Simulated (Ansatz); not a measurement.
```yaml
crystal:
  periodic: [false, false, false]
  atoms:
    - {symbol: C, position_ang: [-1.467869, 0.257201, 0.573451]}
    - {symbol: Si, position_ang: [0.057997, 0.400378, -0.463684]}
    - {symbol: C, position_ang: [1.415697, -0.766983, 0.003571]}
    - {symbol: Cl, position_ang: [-0.449923, 0.064359, -2.429673]}
    - {symbol: Cl, position_ang: [0.769913, 2.326344, -0.322747]}
    - {symbol: H, position_ang: [-1.233688, 0.459249, 1.621465]}
    - {symbol: H, position_ang: [-2.223196, 0.972423, 0.243270]}
    - {symbol: H, position_ang: [-1.885812, -0.749377, 0.495227]}
    - {symbol: H, position_ang: [1.726746, -0.591986, 1.036348]}
    - {symbol: H, position_ang: [2.280789, -0.627536, -0.647003]}
    - {symbol: H, position_ang: [1.074845, -1.800971, -0.089625]}
basis:
  gaussian: {orbitals: "6-31++G**", point_charges: [{charge: 2.00, position_ang: [7.076, -0.497, 0.065]}]}
hamiltonian: {xc: {name: revPBE}}
output: {forces: true}
```

```sh
$ ansatz run in.yaml --threads 4 --pin off --events-out ev --progress --plain --max-ram 10444MiB
```

Shortened log:

```
Functional definition: revPBE
1477 factors; their error is unknown
mean field evaluation 1: about -35073.3533 eV, gradient 8.5e1 eV
mean field evaluation 2: about -35019.1944 eV, gradient 1.3e2 eV
mean field evaluation 4: about -35090.0980 eV, gradient 1.3e1 eV
mean field evaluation 8: about -35090.5647 eV, gradient 2.2e-1 eV
mean field evaluation 16: about -35090.5027 eV, gradient 3.6e-4 eV
mean field -35090.50266442 eV, -1289.5521877204 hartree, gradient 2.7e-5 eV, S^2 0.000000; 0 other end points of the search recorded, 0 dependent functions left out
reference -35090.50278108 eV, -1289.5521920075 hartree; 33, 33 occupied and 110, 110 virtual orbitals, 1477 factors
Total energy: -35090.50278108 eV, -1289.5521920075 hartree
Atom 0 at    -1.467869     0.257201     0.573451 Å, force     0.073567    -0.089794     0.131688 eV/Å
Atom 1 at     0.057997     0.400378    -0.463684 Å, force    -0.838597     0.140525    -0.198043 eV/Å
Atom 2 at     1.415697    -0.766983     0.003571 Å, force     0.458071    -0.315686     0.217102 eV/Å
Atom 3 at    -0.449923     0.064359    -2.429673 Å, force     0.016751    -0.158506    -0.526390 eV/Å
Atom 4 at     0.769913     2.326344    -0.322747 Å, force     0.484832     0.673805     0.103459 eV/Å
Atom 5 at    -1.233688     0.459249     1.621465 Å, force    -0.004169     0.064361     0.362158 eV/Å
Atom 6 at    -2.223196     0.972423     0.243270 Å, force    -0.239629     0.213864    -0.098167 eV/Å
Atom 7 at    -1.885812    -0.749377     0.495227 Å, force    -0.179316    -0.300203    -0.003799 eV/Å
Atom 8 at     1.726746    -0.591986     1.036348 Å, force     0.037247     0.031678     0.419155 eV/Å
Atom 9 at     2.280789    -0.627536    -0.647003 Å, force     0.337932     0.044077    -0.366494 eV/Å
Atom 10 at     1.074845    -1.800971    -0.089625 Å, force    -0.078004    -0.333782    -0.017717 eV/Å
Dipole moment:    -0.487220    -0.293399     0.369817 e Å
```

It took 2.2 s on 4 threads of an Arm Neoverse V1 on a shared host, with 0.2 GiB of host memory at the peak.
